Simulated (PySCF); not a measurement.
**Rubidium: a sound run and one with changed settings**

Sound run: Rb⁺ [Kr], Rb²⁺ [Ar] 3d10 4s2 4p5. Calculation: PySCF 2.14, in def2-SVP with the def2 core potential (28 electrons) (5s3p2d, 24 functions); a scalar-relativistic core potential. In the sound run the correlated levels freeze 4s2 outside the core potential. The sound run starts from symmetry-adapted Hartree-Fock orbitals and uses a fine grid where one is needed.

Changed run: all electrons correlated in a basis built for the valence shell.

| species | method | sound run (hartree) | changed run (hartree) | converged |
| --- | --- | --- | --- | --- |
| Rb⁺ | MP2 | -23.69957 | -23.70742 | yes |
| Rb²⁺ | MP2 | -22.70284 | -22.71436 | yes |

Ionisation energy of Rb⁺:

```tsv
method	sound run (eV)	changed run (eV)
UHF	26.633	26.633
MP2	27.122	27.023
SCS-MP2	27.099	26.985
```

A valence basis has no tight correlating functions, so it recovers only part of the core correlation, and not evenly between atom and ion.

For comparison, NIST gives 27.290 eV between the lowest levels.
